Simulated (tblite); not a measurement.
Method: GFN2-xTB as coded in tblite; computed harmonic values from a numerical Hessian at the method's own geometry, unscaled. This tight-binding method is rough: wavenumbers can miss measured ones by several per cent, in bad cases by 10 to 20. One conformer each. Thermal functions are those of the rigid rotor and harmonic oscillator, without mixing of conformers.

Question: Order these by their zero-point energy, highest first (kJ/mol).
A. `O=CC[S+]1CCCC1`
B. `C=C[C@@](C)([S-])COC`
C. `FC(F)(F)[C@]1([C@H](C(Cl)=O)C1)C`
D. `C#CCNC=O`

Answer: A (413.7), B (405.6), C (293.1), D (211.5).

```csv
SMILES,atoms,mass (u),symmetry number,modes under 300 cm⁻¹,ZPE (kJ/mol),S translation (J/(mol K)),S rotation,S vibration,S,Cp
O=CC[S+]1CCCC1,19,131.05,1,7,413.7,169.7,119.8,97.9,387.4,145.9
C=C[C@@](C)([S-])COC,19,131.05,1,9,405.6,169.7,122.0,120.8,412.5,159.6
C[C@@]1(C(F)(F)F)C[C@H]1C(=O)Cl,17,186.01,1,9,293.1,174.0,129.1,142.4,445.5,175.0
C#CCNC=O,11,83.04,1,5,211.5,164.0,111.1,63.7,338.8,103.2
```

Entropies and Cp are for 298.15 K and 1 bar.
